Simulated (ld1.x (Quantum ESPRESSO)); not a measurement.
Configuration tests for lithium (Li) (RRKJ)

* Element: Li
* Generator: ld1.x (Quantum ESPRESSO) 7.5
* Type: norm-conserving RRKJ (Kleinman–Bylander form)
* Functional: PBE
* Relativity: non-relativistic
* Frozen core: none
* Valence charge: 3
* Reference configuration: 1s2 2s0.75 2p0.25
* Partial waves: 2p (bound): rc 4.20 bohr; 3d channel at 0.35 Ry: rc 4.45 bohr; 1s (bound): rc 0.65 bohr
* Local potential: the s channel
* Core correction: none

Occupied shells without a wave of their own: 2s. They enter only through the test configuration that unscreens the potential.

Energies are relative to the spin-unpolarised reference configuration 1s2 2s0.75 2p0.25; without spin polarisation the order of configurations can differ from experiment.

| valence configuration | charge | ΔE all-electron (eV) | error AE − PS (meV) |
| --- | --- | --- | --- |
| 1s2 2s0 2p0 | +1 | 4.850 | +17 |
| 1s2 2s0.5 2p0 | +0.5 | 1.602 | +4.6 |
| 1s2 2s0 2p1 | 0 | 1.340 | +4.8 |

Q: What are ΔE and the potential's error for 1s1 2s1 2p0?

A: ΔE = 67.955 eV all-electron; the error (AE − PS) is +105 meV.

Q: What are ΔE and the potential's error for 1s2 2s1 2p0?

A: ΔE = -0.446 eV all-electron; the error (AE − PS) is -2.8 meV.

Levels in the configuration 1s2 2s0 2p1:

| level | all-electron (eV) | pseudo (eV) |
| --- | --- | --- |
| 1s | -53.354 | -53.299 |
| 2p | -1.564 | -1.558 |
